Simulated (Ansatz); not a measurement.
Cost and result for the atomization energy of C2H2ClOSi, SMILES `[C]#C[SiH](O)Cl` radical (7 atoms, 6 bonds).

The species carries charge 0 and has multiplicity 2. All single points use the PBE0-D4/def2-TZVP geometry. It is one conformer, not always the lowest. Program: Ansatz. All runs use 4 threads of an Arm Neoverse V1 on a shared host. Times are those of one run each, without the atoms' runs, and a repeat can differ threefold. Electronic energies, without spin–orbit coupling; frozen cores. CCSD(T)/CBS adds CCSD(T) − MP2 in def2-TZVPP to the MP2 limit, and its time is that of the two runs behind it. T1 = 0.041; ⟨S²⟩ of the reference is 1.17. HSE06 is the plane-wave form, built on full-range PBE exchange.

CCSD(T)/CBS is a level of theory with its own doubt, some kJ/mol a heavy atom from the limit and from the frozen cores, so smaller differences don't rank the functionals.

```tsv
level	functions	wall time
LDA (SPW92)/def2-TZVPP	205	3.8 s
revPBE-D4/def2-TZVPP	205	7 s
BLYP-D4/def2-TZVPP	205	7 s
PBE-QIDH/def2-TZVPP	205	7 s
PBE0-D4/def2-TZVPP	205	9.5 s
HSE06-D4/def2-TZVPP	205	10 s
r2SCAN-D4/def2-TZVPP (with forces)	205	13 s
CCSD(T)/def2-SVP	88	13 s
CAM-B3LYP-D4/def2-TZVPP	205	16 s
B2PLYP/def2-TZVPP	205	18 s
MP2/def2-QZVPP	371	100 s
CCSD(T)/def2-TZVPP	205	4.9 min
CCSD(T)/CBS(def2)	–	6.6 min
```

**Question.** What atomization energy does each give, and how far from CCSD(T)/CBS? (Best estimate.)

**Answer.** The calculation gave: 
```json
{"level": "LDA (SPW92)/def2-TZVPP", "atomization (kcal/mol)": "746.2", "difference from CCSD(T)/CBS": "103.0", "per bond": "17.2"}
{"level": "revPBE-D4/def2-TZVPP", "atomization (kcal/mol)": "641.7", "difference from CCSD(T)/CBS": "-1.5", "per bond": "-0.2"}
{"level": "BLYP-D4/def2-TZVPP", "atomization (kcal/mol)": "641.7", "difference from CCSD(T)/CBS": "-1.5", "per bond": "-0.2"}
{"level": "PBE-QIDH/def2-TZVPP", "atomization (kcal/mol)": "638.1", "difference from CCSD(T)/CBS": "-5.1", "per bond": "-0.8"}
{"level": "PBE0-D4/def2-TZVPP", "atomization (kcal/mol)": "643.1", "difference from CCSD(T)/CBS": "-0.1", "per bond": "0.0"}
{"level": "HSE06-D4/def2-TZVPP", "atomization (kcal/mol)": "643.7", "difference from CCSD(T)/CBS": "0.5", "per bond": "0.1"}
{"level": "r2SCAN-D4/def2-TZVPP (with forces)", "atomization (kcal/mol)": "648.9", "difference from CCSD(T)/CBS": "5.7", "per bond": "0.9"}
{"level": "CCSD(T)/def2-SVP", "atomization (kcal/mol)": "594.0", "difference from CCSD(T)/CBS": "-49.2", "per bond": "-8.2"}
{"level": "CAM-B3LYP-D4/def2-TZVPP", "atomization (kcal/mol)": "639.4", "difference from CCSD(T)/CBS": "-3.8", "per bond": "-0.6"}
{"level": "B2PLYP/def2-TZVPP", "atomization (kcal/mol)": "634.2", "difference from CCSD(T)/CBS": "-9.0", "per bond": "-1.5"}
{"level": "MP2/def2-QZVPP", "atomization (kcal/mol)": "647.0", "difference from CCSD(T)/CBS": "3.8", "per bond": "0.6"}
{"level": "CCSD(T)/def2-TZVPP", "atomization (kcal/mol)": "622.2", "difference from CCSD(T)/CBS": "-21.0", "per bond": "-3.5"}
{"level": "CCSD(T)/CBS(def2)", "atomization (kcal/mol)": "643.2", "difference from CCSD(T)/CBS": "0.0", "per bond": "0.0"}
```

The D4 term adds +7.1 kcal/mol with B3LYP and +3.7 kcal/mol with PBE0; it sums over pairs of atoms, weighted by their polarisabilities, and B3LYP, whose exchange is more repulsive, gets the larger term. From r2SCAN to r2SCAN0 (25 % exact exchange), in def2-TZVPP and without D4, the atomization energy moves by −17.1 kcal/mol: exact exchange takes away binding that semilocal exchange gives to molecules. Leaving LDA and LC-ωPBE aside and taking each functional with its dispersion term where it has one, the values, not all of them listed here, spread over 49.9 kcal/mol, from BHLYP-D4 to PBE-D4. LDA lies +88.8 kcal/mol from PBE without D4, its usual overbinding.

B3LYP here is the variant with VWN-RPA as its local correlation; programs differ in this.
